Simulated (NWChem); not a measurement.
System: C4H4F2O; SMILES FC1=C(F)OCC1

Input file for NWChem:

```
start job
memory heap 200 mb stack 900 mb global 1100 mb
geometry units angstroms noautoz
  F     -1.115631     1.753985    -0.087690
  C     -0.585749     0.537187    -0.042404
  C      0.712057     0.225059     0.015453
  F      1.761988     0.999629     0.002951
  O      0.979106    -1.086777     0.113757
  C     -0.275184    -1.748702    -0.117567
  C     -1.387193    -0.713165     0.118204
  H     -0.281179    -2.092263    -1.165599
  H     -0.323187    -2.622585     0.544301
  H     -2.199669    -0.815053    -0.618024
  H     -1.840850    -0.780880     1.124659
end
basis spherical
  * library def2-svp
end
dft
  xc xpbe96 cpbe96
  iterations 150
  mulliken
end
task dft energy
```

NWChem printed, in part:

```
             Northwest Computational Chemistry Package (NWChem) 7.3.0
             --------------------------------------------------------

 C1  symmetry detected

                             Geometry "geometry" -> ""
                             -------------------------

 Output coordinates in angstroms (scale by  1.889725989 to convert to a.u.)

  No.       Tag          Charge          X              Y              Z
 ---- ---------------- ---------- -------------- -------------- --------------
    1 F                    9.0000    -1.03417620     1.81006054    -0.03448739
    2 C                    6.0000    -0.55778786     0.57058876    -0.02081353
    3 C                    6.0000     0.72570217     0.20090166     0.01169082
    4 F                    9.0000     1.80843334     0.92890954    -0.00126446
    5 O                    8.0000     0.93609462    -1.12307161     0.08041007
    6 C                    6.0000    -0.34922268    -1.72471674    -0.14515914
    7 C                    6.0000    -1.41117251    -0.64649943     0.12723548
    8 H                    1.0000    -0.38496319    -2.04650678    -1.19949067
    9 H                    1.0000    -0.42640188    -2.60881886     0.50017167
   10 H                    1.0000    -2.23754345    -0.69790831    -0.59871100
   11 H                    1.0000    -1.85327740    -0.71456941     1.13879438

 Effective nuclear repulsion energy (a.u.)     313.1730863772

  pbe96 is a nonlocal functional; adding pw91lda local functional.

                                 NWChem DFT Module
                                 -----------------

 Summary of "ao basis" -> "ao basis" (spherical)
 ------------------------------------------------------------------------------
       Tag                 Description            Shells   Functions and Types
 ---------------- ------------------------------  ------  ---------------------
 F                          def2-svp                 6       14   3s2p1d
 C                          def2-svp                 6       14   3s2p1d
 O                          def2-svp                 6       14   3s2p1d
 H                          def2-svp                 3        5   2s1p

            General Information
            -------------------
          SCF calculation type: DFT
          Wavefunction type:  closed shell.
          No. of atoms     :    11
          No. of electrons :    54
           Alpha electrons :    27
            Beta electrons :    27
          Charge           :     0
          Spin multiplicity:     1
          Use of symmetry is: off; symmetry adaption is: off
          Maximum number of iterations: 150
          AO basis - number of functions:   118
                     number of shells:    54
          Convergence on energy requested:  1.00D-06
          Convergence on density requested:  1.00D-05
          Convergence on gradient requested:  5.00D-04

              XC Information
              --------------
          PerdewBurkeErnzerhof Exchange Functional  1.000
            Perdew 1991 LDA Correlation Functional  1.000 local
           PerdewBurkeErnz. Correlation Functional  1.000 non-local

             Grid Information
             ----------------
          Grid used for XC integration:  medium
          Radial quadrature: Mura-Knowles
          Angular quadrature: Lebedev.
          Tag              B.-S. Rad. Rad. Pts. Rad. Cut. Ang. Pts.
          ---              ---------- --------- --------- ---------
          F                   0.50       49          11.0       434
          C                   0.70       49          10.0       434
          O                   0.60       49           9.0       434
          H                   0.35       45           9.0       434
          Grid pruning is: on
          Number of quadrature shells:   523
          Spatial weights used:  Erf1

      Superposition of Atomic Density Guess
      -------------------------------------

 Sum of atomic energies:        -425.77253476

      Non-variational initial energy
      ------------------------------

 Total energy =    -429.527437
 1-e energy   =   -1207.855158
 2-e energy   =     465.154635
 HOMO         =      -0.189430
 LUMO         =       0.114140

     ---------------------------------------------
      Total Density - Mulliken Population Analysis
     ---------------------------------------------

    Atom       Charge   Shell Charges
 -----------   ------   -------------------------------------------------------
    1 F    9     9.36   1.99  1.14  0.76  3.43  2.03  0.01
    2 C    6     5.87   1.99  0.91  0.26  1.83  0.80  0.08
    3 C    6     5.24   1.99  0.87  0.16  1.59  0.52  0.11
    4 F    9     9.33   1.99  1.14  0.76  3.43  2.02  0.01
    5 O    8     8.58   1.99  1.09  0.68  2.95  1.84  0.01
    6 C    6     5.75   1.99  0.93  0.18  1.78  0.81  0.05
    7 C    6     6.18   1.99  0.97  0.15  2.03  1.01  0.03
    8 H    1     0.93   0.70  0.21  0.02
    9 H    1     0.93   0.70  0.21  0.02
   10 H    1     0.90   0.68  0.20  0.02
   11 H    1     0.91   0.68  0.21  0.02

   convergence    iter        energy       DeltaE   RMS-Dens  Diis-err
 ---------------- ----- ----------------- --------- --------- ---------
 d= 0,ls=0.0,diis     1   -428.7641597546 -7.42D+02  1.92D-02  1.28D+00
 d= 0,ls=0.0,diis     2   -428.5669614089  1.97D-01  1.15D-02  3.59D+00
 d= 0,ls=0.0,diis     3   -428.8962943843 -3.29D-01  2.61D-03  1.06D-01
 d= 0,ls=0.0,diis     4   -428.9030576207 -6.76D-03  1.17D-03  1.91D-02
 d= 0,ls=0.0,diis     5   -428.9045157793 -1.46D-03  3.79D-04  2.76D-03
  Resetting Diis
 d= 0,ls=0.0,diis     6   -428.9047277247 -2.12D-04  1.67D-04  3.54D-04
 d= 0,ls=0.0,diis     7   -428.9047688390 -4.11D-05  1.33D-04  3.41D-05
 d= 0,ls=0.0,diis     8   -428.9047448290  2.40D-05  1.03D-04  2.17D-04
 d= 0,ls=0.0,diis     9   -428.9047728664 -2.80D-05  1.30D-05  3.86D-06
 d= 0,ls=0.0,diis    10   -428.9047732580 -3.92D-07  2.68D-06  7.88D-08

         Total DFT energy =     -428.904773258035
      One electron energy =    -1211.014921451990
           Coulomb energy =      521.176923822262
    Exchange-Corr. energy =      -52.239862005484
 Nuclear repulsion energy =      313.173086377177

 Numeric. integr. density =       54.000001926481

                       DFT Final Molecular Orbital Analysis
                       ------------------------------------

 Vector   25  Occ=2.000000D+00  E=-2.999073D-01
              MO Center= -3.8D-01,  1.2D-01,  1.6D-02, r^2= 3.6D+00
   Bfn.  Coefficient  Atom+Function         Bfn.  Coefficient  Atom+Function
  ----- ------------  ---------------      ----- ------------  ---------------
     4      0.368181   1 F  px               89     -0.297032   7 C  py
     7     -0.252450   1 F  px               18      0.220082   2 C  px
    60      0.189233   5 O  px               61     -0.184897   5 O  py
     5      0.164745   1 F  py               92     -0.164349   7 C  py
    33      0.157419   3 C  py               87     -0.153926   7 C  s

 Vector   26  Occ=2.000000D+00  E=-2.934344D-01
              MO Center=  4.4D-01, -7.3D-01, -7.0D-02, r^2= 3.1D+00
   Bfn.  Coefficient  Atom+Function         Bfn.  Coefficient  Atom+Function
  ----- ------------  ---------------      ----- ------------  ---------------
    62      0.389971   5 O  pz               48      0.274325   4 F  pz
    65      0.272044   5 O  pz               99      0.239075   8 H  s
    76     -0.233184   6 C  pz               34      0.216898   3 C  pz
    51     -0.199705   4 F  pz              104     -0.183856   9 H  s
     6      0.154690   1 F  pz               17     -0.144935   2 C  s

 Vector   27  Occ=2.000000D+00  E=-1.744781D-01
              MO Center= -3.7D-02,  1.0D-01,  2.0D-03, r^2= 2.7D+00
   Bfn.  Coefficient  Atom+Function         Bfn.  Coefficient  Atom+Function
  ----- ------------  ---------------      ----- ------------  ---------------
    20      0.406554   2 C  pz               62     -0.341433   5 O  pz
    34      0.307990   3 C  pz               65     -0.277910   5 O  pz
    23      0.266857   2 C  pz                6      0.250813   1 F  pz
     9     -0.201844   1 F  pz               87      0.172658   7 C  s
   115     -0.173220  11 H  s                48      0.168353   4 F  pz

 Vector   28  Occ=0.000000D+00  E= 1.019136D-02
              MO Center= -8.8D-02, -1.8D-03,  5.9D-02, r^2= 3.2D+00
   Bfn.  Coefficient  Atom+Function         Bfn.  Coefficient  Atom+Function
  ----- ------------  ---------------      ----- ------------  ---------------
   115      0.548568  11 H  s                34      0.524242   3 C  pz
    37      0.510350   3 C  pz               23     -0.420131   2 C  pz
    20     -0.411926   2 C  pz              110     -0.324363  10 H  s
   105      0.294702   9 H  s                93     -0.275434   7 C  pz
   100     -0.259368   8 H  s                17      0.217207   2 C  s

 Vector   29  Occ=0.000000D+00  E= 3.229433D-02
              MO Center= -1.1D+00, -1.5D+00, -2.9D-01, r^2= 5.1D+00
   Bfn.  Coefficient  Atom+Function         Bfn.  Coefficient  Atom+Function
  ----- ------------  ---------------      ----- ------------  ---------------
    73      1.399383   6 C  s                87      1.187987   7 C  s
   100     -1.027729   8 H  s               110     -0.998878  10 H  s
   105     -0.915693   9 H  s               115     -0.698726  11 H  s
    91     -0.465182   7 C  px               78     -0.434482   6 C  py
    59      0.216719   5 O  s                79     -0.216865   6 C  pz

[...]
```

Level: PBE/def2-SVP. Structure relaxed at the PBE0/def2-SVP level.
